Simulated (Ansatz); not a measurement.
Cu₁₃Cl₂ (relaxed from a model of Cu13(Cl)2, whose bonding it doesn't keep), 15 atoms. Hardware: 2 threads of AMD EPYC 7R13 on a shared host and a share (18 GiB) of an NVIDIA H100 80GB HBM3.

Single mean-field runs in def2-SVP, def2-TZVP are fitted with def2-universal-jkfit.

(1) How many basis functions does each of these Ansatz runs have, and roughly what does it cost? BLYP-D4/def2-TZVP, charge 0 doublet, energy, from earlier orbitals; HF/def2-TZVP, charge 0 doublet, energy, from earlier orbitals; PBE-D4/def2-TZVP, charge 0 doublet, energy and forces, from earlier orbitals; PBE-D4/def2-TZVP, charge 1 singlet at the geometry of the charge 0 doublet, energy, from earlier orbitals; PBE-D4/def2-SVP, charge 0 doublet, energy with a search over starts; BLYP-D4/def2-TZVP, charge -1 triplet at the geometry of the charge 0 doublet, energy, from earlier orbitals; BLYP-D4/def2-TZVP, charge 1 triplet at the geometry of the charge 0 doublet, energy, from earlier orbitals; PBE0-D4/def2-TZVP, charge -1 singlet at the geometry of the charge 0 doublet, energy; BLYP-D4/def2-TZVP, charge 1 singlet at the geometry of the charge 0 doublet, energy, from earlier orbitals; PBE0-D4/def2-TZVP, charge 0 doublet, energy, from earlier orbitals; PBE0-D4/def2-SVP, charge 0 doublet, energy, from earlier orbitals; r2SCAN0-D4/def2-TZVP, charge 0 doublet, energy, from earlier orbitals.

## Answers

(1) Other jobs shared the machine, so times can vary by a factor of up to 3. A dash marks memory too small to be measured apart from the calling script's.

```
                                                                                                        run  functions  fitting or Cholesky vectors  wall time  peak host memory (GiB)
BLYP-D4/def2-TZVP, charge -1 triplet at the geometry of the charge 0 doublet, energy, from earlier orbitals        659                         3688       13 s                     1.3
  PBE-D4/def2-TZVP, charge 1 singlet at the geometry of the charge 0 doublet, energy, from earlier orbitals        659                         3688       14 s                       –
 BLYP-D4/def2-TZVP, charge 1 triplet at the geometry of the charge 0 doublet, energy, from earlier orbitals        659                         3688       14 s                     1.3
                                         BLYP-D4/def2-TZVP, charge 0 doublet, energy, from earlier orbitals        659                         3688       16 s                     1.3
 BLYP-D4/def2-TZVP, charge 1 singlet at the geometry of the charge 0 doublet, energy, from earlier orbitals        659                         3688       17 s                       –
                                          PBE0-D4/def2-SVP, charge 0 doublet, energy, from earlier orbitals        439                         3688       17 s                       –
                               PBE-D4/def2-TZVP, charge 0 doublet, energy and forces, from earlier orbitals        659                         3688       18 s                     1.3
                       PBE0-D4/def2-TZVP, charge -1 singlet at the geometry of the charge 0 doublet, energy        659                         3688       21 s                       –
                                      r2SCAN0-D4/def2-TZVP, charge 0 doublet, energy, from earlier orbitals        659                         3688       31 s                     1.7
                                              HF/def2-TZVP, charge 0 doublet, energy, from earlier orbitals        659                         3688       43 s                       –
                                         PBE0-D4/def2-TZVP, charge 0 doublet, energy, from earlier orbitals        659                         3688       48 s                     1.4
                                        PBE-D4/def2-SVP, charge 0 doublet, energy with a search over starts        439                         3688       49 s                     1.4
```
